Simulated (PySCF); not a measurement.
# `C[Si](C)(C)CC(=O)Cl`: 4 charge schemes on one density

Compound: C5H11ClOSi.
Z-matrix (Å and degrees, GFN2-xTB geometry), rows numbered from 1:
```
C 
Si  1  1.9023
C   2  1.9066  1  111.92
C   2  1.9016  1  112.06  3  -125.89
C   2  1.9540  1  107.14  3   114.43
C   5  1.4532  2  108.24  1    65.01
O   6  1.1880  5  129.54  2   -82.56
Cl  6  1.7945  5  112.09  2    93.69
H   1  1.0864  2  110.76  3  -162.37
H   1  1.0856  2  111.54  3    77.67
H   1  1.0864  2  111.72  3   -42.63
H   3  1.0858  2  111.93  1    55.98
H   3  1.0856  2  111.73  1   176.74
H   3  1.0847  2  110.46  1   -63.71
H   4  1.0860  2  111.21  1    66.84
H   4  1.0860  2  111.13  1   -53.01
H   4  1.0863  2  111.72  1  -172.89
H   5  1.0840  2  109.41  1  -172.63
H   5  1.0878  2  107.50  1   -52.83
```

Density: PBE0/pcSseg-1 (PySCF); schemes: Mulliken, IAO, Hirshfeld and ESP-fitted. Isolated species at its GFN2-xTB geometry (one conformer only).

For which atoms does the sign change between the 4 schemes (beyond +0.03 e in one, beyond −0.03 e in another)?

For none.

Which atoms carry the lowest charge in the Mulliken, IAO, Hirshfeld and ESP-fitted schemes?

All schemes pick atoms of one kind: Mulliken C3 (-0.614); IAO C1 (-0.724); Hirshfeld C4 (-0.219); ESP-fitted C1 (-0.743).

Tabulate the Mulliken, IAO, Hirshfeld and ESP-fitted charges.

In e:

| atom | environment | Mulliken | IAO | Hirshfeld | ESP-fitted |
| --- | --- | --- | --- | --- | --- |
| C1 | Si-methyl carbon | -0.609 | -0.724 | -0.215 | -0.743 |
| Si2 | four-coordinate silicon | +0.897 | +1.091 | +0.430 | +0.950 |
| C3 | Si-methyl carbon | -0.614 | -0.720 | -0.213 | -0.740 |
| C4 | Si-methyl carbon | -0.605 | -0.721 | -0.219 | -0.686 |
| C5 | sp3 carbon bound to silicon | -0.485 | -0.585 | -0.164 | -0.445 |
| C6 | acyl halide carbon | +0.222 | +0.376 | +0.180 | +0.485 |
| O7 | carbonyl oxygen | -0.309 | -0.371 | -0.210 | -0.402 |
| Cl8 | chlorine bonded to C | -0.154 | -0.136 | -0.071 | -0.194 |
| H9 | methyl hydrogen | +0.163 | +0.169 | +0.040 | +0.186 |
| H10 | methyl hydrogen | +0.140 | +0.158 | +0.044 | +0.175 |
| H11 | methyl hydrogen | +0.140 | +0.157 | +0.043 | +0.166 |
| H12 | methyl hydrogen | +0.139 | +0.156 | +0.043 | +0.164 |
| H13 | methyl hydrogen | +0.140 | +0.156 | +0.043 | +0.169 |
| H14 | methyl hydrogen | +0.141 | +0.158 | +0.043 | +0.176 |
| H15 | methyl hydrogen | +0.142 | +0.157 | +0.044 | +0.161 |
| H16 | methyl hydrogen | +0.155 | +0.164 | +0.036 | +0.162 |
| H17 | methyl hydrogen | +0.146 | +0.161 | +0.039 | +0.153 |
| H18 | methylene hydrogen | +0.175 | +0.176 | +0.048 | +0.112 |
| H19 | methylene hydrogen | +0.176 | +0.179 | +0.059 | +0.152 |

Mean size of the charges over all atoms: IAO 0.343 e, ESP-fitted 0.338 e, Mulliken 0.292 e, Hirshfeld 0.115 e. Each set sums to the total charge, 0, to within 0.001 e. The Hirshfeld scheme weights the molecular density at each point by an atom's share of the summed free-atom densities. The ESP scheme fits charges at the nuclei, held to the total charge, to the electrostatic potential on points at 1.4 to 2.0 times the van der Waals radii.

How closely do the schemes follow one another over all atoms?

Correlation coefficient and root-mean-square difference: Mulliken with IAO 1.00, 0.078 e; IAO with ESP-fitted 0.99, 0.058 e; Mulliken with ESP-fitted 0.99, 0.084 e; IAO with Hirshfeld 0.98, 0.291 e; Hirshfeld with ESP-fitted 0.98, 0.274 e; Mulliken with Hirshfeld 0.97, 0.221 e.

Sum the charges by element, for elements with more than one atom.

```tsv
element	atoms	Mulliken	IAO	Hirshfeld	ESP-fitted
C	5	-2.092	-2.374	-0.632	-2.129
H	11	+1.657	+1.790	+0.482	+1.776
```

How many electrons does the ESP-fitted scheme count on C4?

Z − q = 6 − (-0.686) = 6.686.
